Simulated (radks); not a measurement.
Results of a calculation; reference values are marked as such.
Q: A nucleus of charge 71.4 with 71 electrons, configuration [Xe] 4f14 5d1 6s2. Code: a radial shooting solver on a logarithmic mesh with Libxc functionals. Model: scalar-relativistic Kohn-Sham, r2SCAN, spin-polarised, spherical densities, finite nucleus; open shells are filled with parallel spins first (spin-orbit coupling, left out, can overturn this in heavy ions); meta-GGA in the generalised Kohn-Sham scheme; Fermi nuclear charge, rms radius 5.37 fm. Some entries of the table are withheld. Estimate them.

| orbital | occ. | eigenvalue (hartree) | <r^2> (bohr^2) |
|---|---|---|---|
| 1s down | 1 | -2356.650 | 0.0005054 |
| 1s up | 1 | -2356.650 | 0.0005054 |
| 2s up | 1 | -402.9225 | 0.007805 |
| 2s down | 1 | -402.9210 | 0.007805 |
| 2p up | 3 | -354.1268 | 0.006411 |
| 2p down | 3 | -354.1257 | 0.006411 |
| 3s down | 1 | -91.94678 | 0.05079 |
| 3s up | 1 | -91.94633 | 0.05079 |
| 3p down | 3 | -77.25804 | 0.05143 |
| 3p up | 3 | -77.25770 | 0.05143 |
| 3d up | 5 | -59.69596 | 0.04282 |
| 3d down | 5 | -59.69556 | 0.04282 |
| 4s up | 1 | -18.68100 | 0.2538 |
| 4s down | 1 | -18.68078 | 0.2538 |
| 4p up | 3 | -13.84064 | 0.2886 |
| 4p down | 3 | -13.84055 | 0.2886 |
| 4d up | 5 | -7.51812 | 0.3419 |
| 4d down | 5 | -7.51785 | 0.3419 |
| 5s up | 1 | -2.52192 | 1.515 |
| 5s down | 1 | -2.50972 | 1.505 |
| 5p up | 3 | (1) | 2.138 |
| 5p down | 3 | (2) | 2.114 |
| 4f up | 7 | -0.58496 | 0.6516 |
| 4f down | 7 | -0.58179 | 0.6421 |
| 6s up | 1 | -0.27961 | 12.96 |
| 6s down | 1 | -0.26063 | 13.85 |
| 5d up | 1 | -0.18901 | (3) |
| 5d down | 0 | -0.15931 | (4) |

A: 
(1) 5p up eigenvalue (hartree): -1.39108
(2) 5p down eigenvalue (hartree): -1.37104
(3) 5d up <r^2> (bohr^2): 7.450
(4) 5d down <r^2> (bohr^2): 7.958
